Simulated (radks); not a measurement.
Eu, configuration [Xe] 4f7 6s2 (the NIST ground configuration). All-electron calculation, Dirac Kohn-Sham, PBEsol, spin-unpolarised, spherical densities, finite nucleus; open shells are shared between the two j in proportion to 2j + 1; Fermi nuclear charge, rms radius 5.1115 fm. Program: a radial shooting solver on a logarithmic mesh with Libxc functionals. Some entries of the table are withheld. Estimate them.

| orbital | occ. | eigenvalue (hartree) | <r> (bohr) |
|---|---|---|---|
| 1s1/2 | 2 | -1774.731 | (1) |
| 2s1/2 | 2 | -291.3122 | 0.09462 |
| 2p1/2 | 2 | -276.4213 | (2) |
| 2p3/2 | 4 | -252.6224 | (3) |
| 3s1/2 | 2 | -64.09600 | 0.2493 |
| 3p1/2 | 2 | (4) | 0.2389 |
| 3p3/2 | 4 | (5) | 0.2518 |
| 3d3/2 | 4 | -41.64479 | 0.2236 |
| 3d5/2 | 6 | -40.58895 | 0.2276 |
| 4s1/2 | 2 | -12.71532 | 0.5661 |
| 4p1/2 | 2 | (6) | 0.5792 |
| 4p3/2 | 4 | (7) | 0.6086 |
| 4d3/2 | 4 | (8) | 0.6483 |
| 4d5/2 | 6 | (9) | 0.6588 |
| 5s1/2 | 2 | -1.63971 | 1.381 |
| 5p1/2 | 2 | -0.97291 | 1.562 |
| 5p3/2 | 4 | -0.83278 | 1.663 |
| 6s1/2 | 2 | -0.13382 | 4.248 |
| 4f5/2 | 3 | -0.11402 | 0.9660 |
| 4f7/2 | 4 | -0.09136 | 0.9885 |

Answer. 
(1) 1s1/2 <r> (bohr): 0.02233
(2) 2p1/2 <r> (bohr): 0.07908
(3) 2p3/2 <r> (bohr): 0.08581
(4) 3p1/2 eigenvalue (hartree): -57.65678
(5) 3p3/2 eigenvalue (hartree): -52.80631
(6) 4p1/2 eigenvalue (hartree): -10.22789
(7) 4p3/2 eigenvalue (hartree): -9.15531
(8) 4d3/2 eigenvalue (hartree): -5.05765
(9) 4d5/2 eigenvalue (hartree): -4.86523
